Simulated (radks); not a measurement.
Coulomb parameter of the 5d shell of neutral tantalum in the model configuration [Xe] 4f14 5d1 6s2 6p2, as a second difference U = [E(n + 0.25) + E(n - 0.25) - 2 E(n)] / (0.25)^2 with all orbitals relaxed. "Bare": the charge of the atom changes with n. "Screened": the 6p shell takes up the change at fixed total charge, which measures U(5d,5d) + U(6p,6p) - 2 U(5d,6p). All-electron calculation, scalar-relativistic Kohn-Sham, r2SCAN, spin-unpolarised, spherical densities, finite nucleus; meta-GGA in the generalised Kohn-Sham scheme; Fermi nuclear charge, rms radius 5.3507 fm. Program: a radial shooting solver on a logarithmic mesh with Libxc functionals.

case                          configuration  E - E(n) (eV)
start                 [Xe] 4f14 5d1 6s2 6p2          0.000
bare +0.25         [Xe] 4f14 5d1.25 6s2 6p2         -1.940
bare -0.25         [Xe] 4f14 5d0.75 6s2 6p2          2.462
screened +0.25  [Xe] 4f14 5d1.25 6s2 6p1.75         -1.320
screened -0.25  [Xe] 4f14 5d0.75 6s2 6p2.25          1.431

U(bare) = 8.340 eV, U(screened by 6p) = 1.763 eV, against the Slater integral F0(5d,5d) = 12.708 eV with frozen orbitals. The step up makes a negative ion, whose loosely bound charge lowers the bare value.
